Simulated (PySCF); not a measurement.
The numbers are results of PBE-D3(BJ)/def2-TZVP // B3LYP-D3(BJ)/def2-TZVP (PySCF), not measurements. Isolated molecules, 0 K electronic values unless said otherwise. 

Reference species (SMILES): `N[B]N` (neutral, multiplicity 2).

- dipole moment: 1.70 D

Changed species: `[BH2]` (radical fragment; the reference has radical fragment).

**Question.** Give the shifts of the dipole moment.

**Answer.** the dipole moment drops by 1.19 D, to 0.51 D.
